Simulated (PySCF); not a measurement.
Compound: C6H11O (doublet state).
Geometry (GFN2-xTB, Å), atoms numbered from 1 in this order:
```xyz
18
C6H11O angstrom
C     -0.5475    1.3922   -0.0572
C      0.9267    1.2792   -0.1668
C      1.4316   -0.1307   -0.4802
C      0.9367   -1.1878    0.5148
O     -0.3126   -1.7513    0.1835
C     -1.4216   -0.9256    0.4165
C     -1.4712    0.3302   -0.4976
H     -0.9449    2.2446    0.4669
H      1.3845    1.6222    0.7706
H      1.3005    1.9623   -0.9461
H      2.5232   -0.1197   -0.4582
H      1.1226   -0.4326   -1.4822
H      1.6238   -2.0388    0.5162
H      0.9036   -0.7612    1.5288
H     -1.4497   -0.6074    1.4702
H     -2.2893   -1.5578    0.2118
H     -1.2284   -0.0140   -1.5082
H     -2.4967    0.7026   -0.4946
```

The species is `[CH]1CCCOCC1` [radical].

Computed with PySCF, UKS B3LYP, pcH-1 on C H O, non-relativistic, mean-field spin-orbit, GIAO. The structure is a single GFN2-xTB conformer in the gas phase; no vibrational or solvent corrections. The geometry wasn't refined by DFT: couplings that depend on bond lengths, twists or pyramidal angles can differ widely from those at the functional's own minimum. Stability of the SCF solution: not tested.

Question: Give the principal g shifts and their parts.

Answer: 
```json
{"Δg (ppm)": "relativistic mass correction", "1": "-143", "2": "-143", "3": "-143"}
{"Δg (ppm)": "gauge correction", "1": "-2", "2": "31", "3": "32"}
{"Δg (ppm)": "orbital Zeeman/spin–orbit", "1": "12", "2": "456", "3": "740"}
{"Δg (ppm)": "total", "1": "-134", "2": "343", "3": "628"}
```

So g = 2.00219, 2.00266, 2.00295 and g_iso = 2.00260; the tensor is rhombic: the two nearest values differ by 37 % of g3 − g1. Axes: g2 points within 13° of the C1–C2 bond.

Question: At 9.318 GHz, how far is the centre of the isotropic spectrum from where a free electron (g = 2.002319) resonates?

Answer: B = hν/(g μB) with μB/h = 13.99624 MHz/mT gives 332.49 mT for the free electron and 332.44 mT at g_iso, 0.05 mT lower.

Question: What are the electron Larmor frequencies g μB B/h along the three axes at 340 mT?

Answer: 9.5278, 9.5301, 9.5315 GHz for g1, g2 and g3, a range of 3.6 MHz.

Question: Average each term over the three axes. Which is largest in size?

Answer: The orbital-Zeeman/spin–orbit term 402, the mass correction -143 and the gauge correction 20 ppm, for a total of 279 ppm. The orbital-Zeeman/spin–orbit term is the largest in size. The mass correction is the same along every axis, so the anisotropy comes from the other two: their spans along these axes are 34 (gauge) and 728 ppm (orbital Zeeman/spin–orbit).

Question: In a frozen sample, at which fields do the three g values resonate at 9.5, 34, 94 and 263 GHz (hyperfine left aside), and which band first spreads them over more than twice a line width of 1.0 mT?

Answer: 
```csv
band,GHz,B(g3) mT,B(g2) mT,B(g1) mT,spread mT
X,9.5,338.88,338.93,339.01,0.13
Q,34.0,1212.82,1213.00,1213.29,0.46
W,94.0,3353.10,3353.58,3354.38,1.28
J,263.0,9381.55,9382.89,9385.12,3.57
```

The spread grows in proportion to the frequency. J band is the first where it exceeds 2.0 mT.

Largest spin populations (Mulliken): C1 (+1.03), C2 (-0.09) and C7 (-0.09). No atom but C1 exceeds +0.15. The angles at C1 add up to 359.7°, so it is planar; its axial dipolar tensor and the negative coupling of its proton fit spin in a p orbital normal to that plane.

The HOMO–LUMO gaps are 6.27 eV among the α and 5.64 eV among the β orbitals.

The run took 51 s of wall time on one thread, Arm Neoverse V2, no GPU (shared host).
